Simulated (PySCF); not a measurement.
C₅H₈F₂O₃.
Numbering: `[F:1][CH:2]([F:3])[O:4][C@@H:5]1[CH2:6][O:7][CH2:8][CH2:9][O:10]1` (hydrogens: H11 on C2; H12 on C5; H13, H14 on C6; H15, H16 on C8; H17, H18 on C9)

The same species was optimised twice, with GFN2-xTB and with PBE0-D3(BJ)/def2-SVP (PySCF), and the same property calculations (PySCF, gas phase) were run on both structures.

```json
{"coordinate": "C5–C6 (Å)", "GFN2-xTB": "1.534", "PBE0-D3(BJ)/def2-SVP": "1.516", "change": "-0.018"}
{"coordinate": "O4–C5 (Å)", "GFN2-xTB": "1.403", "PBE0-D3(BJ)/def2-SVP": "1.388", "change": "-0.015"}
{"coordinate": "C8–C9 (Å)", "GFN2-xTB": "1.528", "PBE0-D3(BJ)/def2-SVP": "1.516", "change": "-0.012"}
{"coordinate": "C2–F3 (Å)", "GFN2-xTB": "1.360", "PBE0-D3(BJ)/def2-SVP": "1.351", "change": "-0.009"}
{"coordinate": "O7–C8 (Å)", "GFN2-xTB": "1.413", "PBE0-D3(BJ)/def2-SVP": "1.406", "change": "-0.007"}
{"coordinate": "C9–O10 (Å)", "GFN2-xTB": "1.418", "PBE0-D3(BJ)/def2-SVP": "1.410", "change": "-0.008"}
{"coordinate": "F1–C2 (Å)", "GFN2-xTB": "1.335", "PBE0-D3(BJ)/def2-SVP": "1.329", "change": "-0.006"}
{"coordinate": "C5–O10 (Å)", "GFN2-xTB": "1.408", "PBE0-D3(BJ)/def2-SVP": "1.402", "change": "-0.006"}
{"coordinate": "C2–O4 (Å)", "GFN2-xTB": "1.359", "PBE0-D3(BJ)/def2-SVP": "1.363", "change": "+0.004"}
{"coordinate": "C6–O7 (Å)", "GFN2-xTB": "1.405", "PBE0-D3(BJ)/def2-SVP": "1.402", "change": "-0.003"}
{"coordinate": "F1–C2–F3 (°)", "GFN2-xTB": "106.2", "PBE0-D3(BJ)/def2-SVP": "108.1", "change": "+1.9"}
{"coordinate": "F1–C2–O4 (°)", "GFN2-xTB": "108.0", "PBE0-D3(BJ)/def2-SVP": "107.0", "change": "-1.0"}
{"coordinate": "F3–C2–O4 (°)", "GFN2-xTB": "111.1", "PBE0-D3(BJ)/def2-SVP": "110.2", "change": "-0.9"}
{"coordinate": "C6–O7–C8 (°)", "GFN2-xTB": "111.0", "PBE0-D3(BJ)/def2-SVP": "111.8", "change": "+0.8"}
{"coordinate": "C5–O10–C9 (°)", "GFN2-xTB": "110.8", "PBE0-D3(BJ)/def2-SVP": "111.5", "change": "+0.7"}
{"coordinate": "O4–C5–C6 (°)", "GFN2-xTB": "107.7", "PBE0-D3(BJ)/def2-SVP": "108.4", "change": "+0.7"}
{"coordinate": "C2–O4–C5 (°)", "GFN2-xTB": "114.7", "PBE0-D3(BJ)/def2-SVP": "115.3", "change": "+0.6"}
{"coordinate": "C5–C6–O7 (°)", "GFN2-xTB": "110.4", "PBE0-D3(BJ)/def2-SVP": "109.9", "change": "-0.5"}
{"coordinate": "F1–C2–O4–C5 (°)", "GFN2-xTB": "-173", "PBE0-D3(BJ)/def2-SVP": "-172", "change": "+1"}
{"coordinate": "C2–O4–C5–C6 (°)", "GFN2-xTB": "178", "PBE0-D3(BJ)/def2-SVP": "-174", "change": "+8"}
```

Rotational constants: A = 3262, B = 703.4, C = 658.3 MHz (GFN2-xTB) against A = 3275, B = 704.2, C = 664.7 MHz (PBE0-D3(BJ)/def2-SVP). Point groups within 0.08 Å: C1 and C1.

On the GFN2-xTB structure: HOMO (eV) -7.47 [PBE0/pcSseg-1]; LUMO (eV) 1.40 [PBE0/pcSseg-1]; dipole (D) 3.36 [PBE0/pcSseg-1]; GIAO shielding of F1 (ppm) 286.0 [PBE0/pcSseg-1]; GIAO shielding of C2 (ppm) 64.9 [PBE0/pcSseg-1]; GIAO shielding of F3 (ppm) 278.2 [PBE0/pcSseg-1]; GIAO shielding of O4 (ppm) 191.4 [PBE0/pcSseg-1]; GIAO shielding of C5 (ppm) 88.8 [PBE0/pcSseg-1]; GIAO shielding of C6 (ppm) 113.9 [PBE0/pcSseg-1]; GIAO shielding of O7 (ppm) 299.8 [PBE0/pcSseg-1]; GIAO shielding of C8 (ppm) 117.6 [PBE0/pcSseg-1].

Q: What do these properties become on the PBE0-D3(BJ)/def2-SVP structure?

A: 
```tsv
property	level	on GFN2-xTB	on PBE0-D3(BJ)/def2-SVP	change
HOMO (eV)	PBE0/pcSseg-1	-7.47	-7.43	+0.04
LUMO (eV)	PBE0/pcSseg-1	1.40	1.42	+0.02
dipole (D)	PBE0/pcSseg-1	3.36	3.11	-0.25
energy, GFN2-xTB geometry as zero (kcal/mol)	PBE0/pcSseg-1	0.0	-0.4	-0.4
GIAO shielding of F1 (ppm)	PBE0/pcSseg-1	286.0	287.8	+1.8
GIAO shielding of C2 (ppm)	PBE0/pcSseg-1	64.9	66.1	+1.2
GIAO shielding of F3 (ppm)	PBE0/pcSseg-1	278.2	282.0	+3.8
GIAO shielding of O4 (ppm)	PBE0/pcSseg-1	191.4	190.5	-0.9
GIAO shielding of C5 (ppm)	PBE0/pcSseg-1	88.8	91.1	+2.3
GIAO shielding of C6 (ppm)	PBE0/pcSseg-1	113.9	114.2	+0.3
GIAO shielding of O7 (ppm)	PBE0/pcSseg-1	299.8	301.0	+1.2
GIAO shielding of C8 (ppm)	PBE0/pcSseg-1	117.6	117.8	+0.2
```

The heavy atoms differ by 0.068 Å rms after alignment. Among bonds between heavy atoms C5–C6 changes most (-0.018 Å). Changes are differences of the printed values. Neither structure is proved a minimum here.
